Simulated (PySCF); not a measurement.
Sr₂ at PBE0

Level: PBE0. PySCF, spin-free X2C with a Gaussian nucleus, basis sets Sr x2c-TZVPall.

* state: ¹Σg⁺ (singlet), closed shell
* bond length: 461.6 pm
* harmonic wavenumber: 47.7 cm⁻¹
* force constant: 0.0590 mdyn/Å
* rotational constant Be: 0.01800 cm⁻¹
* anharmonicity ωexe: 0.326 cm⁻¹
* vibration–rotation constant αe: 0.000126 cm⁻¹
* well depth De to Sr + Sr: 0.18 eV
* dissociation energy D0: 0.18 eV
* HOMO–LUMO gap: 2.22 eV
* bond order (Mayer): 0.46

Closed-shell solutions of metal pairs were not tested for spin polarisation, which can lower them a little. The bond is weak. Basis-set superposition, not corrected here, can be much of De in a small basis, most of all at correlated wavefunction levels. Functionals without a dispersion term scatter widely for such bonds, and LDA overbinds them.
